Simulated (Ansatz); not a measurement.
Molecule: CH2F3Si, charge 0, multiplicity 2. It need not be the lowest isomer of its formula. 
Geometry from a B3LYP-D3(BJ)/def2-TZVP (Ansatz, a program for electronic structure) optimisation:
SMILES: [CH2][Si](F)(F)F
```xyz
7

Si    -0.0021     0.0000     0.0001
F      0.4454     1.4115    -0.5583
F      0.4528    -1.1084    -1.0337
F      0.8260    -0.2464     1.3276
C     -1.7938    -0.0585     0.2733
H     -2.3620     0.8159     0.5648
H     -2.3629    -0.9744     0.1741
```
Charge 0, spin multiplicity 2.

Computed values are from Ansatz. Valence correlation only, unless marked. UHF or UKS for open shells. Spin-orbit coupling is left out. No relativistic terms. CBS(X,Y): correlation extrapolated as X^-3; Hartree-Fock from the larger set (for Q and 5 zeta extrapolated as (X+1)exp(-9√X)).

The atomisation energy De comes out as 2980.6 kJ/mol at CCSD(T)/CBS(cc-pV(Q+d)Z,cc-pV(5+d)Z), the total energy is -627.8735 Eh at CCSD(T)/CBS(cc-pV(Q+d)Z,cc-pV(5+d)Z) and the dipole moment is 2.40 D at CCSD(T)/aug-cc-pV(D+d)Z. The T1 diagnostic is 0.011 at CCSD/cc-pV(5+d)Z.
